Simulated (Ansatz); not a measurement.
C3H10OSi (`OCCC[SiH3]`): the same geometry under several functionals.

```yaml
crystal:
  periodic: [false, false, false]
  atoms:
    - {symbol: O, position_ang: [-1.996992, -0.756647, 0.254672]}
    - {symbol: C, position_ang: [-1.251873, -0.242164, -0.831384]}
    - {symbol: C, position_ang: [0.137378, -0.836364, -0.780297]}
    - {symbol: C, position_ang: [0.884501, -0.536921, 0.517642]}
    - {symbol: Si, position_ang: [1.183770, 1.280533, 0.884977]}
    - {symbol: H, position_ang: [-2.854429, -0.327047, 0.272539]}
    - {symbol: H, position_ang: [-1.193658, 0.854848, -0.775919]}
    - {symbol: H, position_ang: [-1.724917, -0.499972, -1.788777]}
    - {symbol: H, position_ang: [0.699006, -0.454216, -1.639557]}
    - {symbol: H, position_ang: [0.053789, -1.920064, -0.915520]}
    - {symbol: H, position_ang: [0.339251, -0.966061, 1.363501]}
    - {symbol: H, position_ang: [1.863855, -1.026993, 0.500990]}
    - {symbol: H, position_ang: [-0.074802, 2.013612, 1.192136]}
    - {symbol: H, position_ang: [2.089414, 1.417433, 2.057980]}
    - {symbol: H, position_ang: [1.824110, 1.949224, -0.283683]}
basis:
  gaussian: {orbitals: def2-TZVPP}
hamiltonian: {xc: {name: wB97X-V}}
output: {orbitals: {seedname: orbitals}}
```

```sh
$ ansatz run in.yaml --threads 4 --pin off --events-out ev --progress --plain --max-ram 10444MiB
```

Output, abridged:

```
Functional definition: wB97X-V
1572 factors; their error is unknown
406 factors; integrals over basis functions are off by at most 1.2e-5 eV
mean field evaluation 1: about -13192.8504 eV, gradient 5.2e1 eV
mean field evaluation 2: about -13194.1312 eV, gradient 4.8e1 eV
mean field evaluation 4: about -13198.2748 eV, gradient 2.5e0 eV
mean field evaluation 8: about -13198.2985 eV, gradient 5.9e-2 eV
mean field evaluation 16: about -13198.2839 eV, gradient 6.2e-5 eV
mean field -13198.28390941 eV, -485.0279875525 hartree, gradient 6.2e-5 eV, S^2 0.000000; 0 other end points of the search recorded, 0 dependent functions left out
reference -13198.28390704 eV, -485.0279874654 hartree; 25, 25 occupied and 281, 281 virtual orbitals, 1572 factors
Total energy: -13198.28390704 eV, -485.0279874654 hartree
```

It took 10 s on 4 threads of an Arm Neoverse V2 on a shared host, with 1 GiB of host memory at the peak.

The same input with `hamiltonian: {xc: {name: B2PLYP}}` (abridged; 7.5 s):

```
Functional definition: B2PLYP
mean field evaluation 16: about -13185.2049 eV, gradient 8.5e-5 eV
mean field -13185.20488701 eV, -484.5473423446 hartree, gradient 5.4e-6 eV, S^2 0.000000
9 core orbitals not correlated: weight in the atoms' cores, before any rotation towards them, 1.000 or more for the frozen orbitals, at most 0.000 for the correlated occupied ones
second order -29.50622212 eV of doubles, -0.00000000 eV of singles
Total energy: -13193.17176436 eV, -484.8401196873 hartree
```

The same input with `hamiltonian: {xc: pbe0, dispersion: d4}` (abridged; 3.9 s):

```
Functional definition: PBE0
mean field evaluation 16: about -13191.4367 eV, gradient 5.1e-5 eV
mean field -13191.43666663 eV, -484.7763560217 hartree, gradient 5.1e-5 eV, S^2 0.000000
Total energy: -13191.69308017 eV, -484.7857790456 hartree
```

With the line `hamiltonian: {xc: r2scan, dispersion: d4}` and forces (abridged; 6.5 s):

```
Functional definition: r2SCAN
mean field evaluation 16: about -13197.1715 eV, gradient 3.6e-4 eV
mean field -13197.17147317 eV, -484.9871062750 hartree, gradient 7.3e-5 eV, S^2 0.000000
Total energy: -13197.25033881 eV, -484.9900045338 hartree
Atom 0 force    -0.099616    -0.156543     0.270941 eV/Å
Atom 1 force     0.060701     0.166552    -0.267179 eV/Å
Atom 2 force     0.032787    -0.088120    -0.114418 eV/Å
Atom 3 force     0.069403     0.034373     0.134965 eV/Å
Atom 4 force     0.007413     0.060657     0.016557 eV/Å
Atom 5 force    -0.042656     0.026069    -0.009025 eV/Å
Atom 6 force     0.002700     0.017736    -0.004828 eV/Å
Atom 7 force    -0.008251     0.000716    -0.015742 eV/Å
Atom 8 force    -0.007399    -0.002499     0.001862 eV/Å
Atom 9 force    -0.007083    -0.004714    -0.002491 eV/Å
Atom 10 force     0.008180    -0.013534    -0.008284 eV/Å
Atom 11 force    -0.009898    -0.008802     0.003516 eV/Å
Atom 12 force     0.027738    -0.015272    -0.001386 eV/Å
Atom 13 force    -0.018960    -0.001925    -0.026141 eV/Å
Atom 14 force    -0.015061    -0.014696     0.021653 eV/Å
Dipole moment:    -0.178479     0.000942    -0.215458 e Å
```
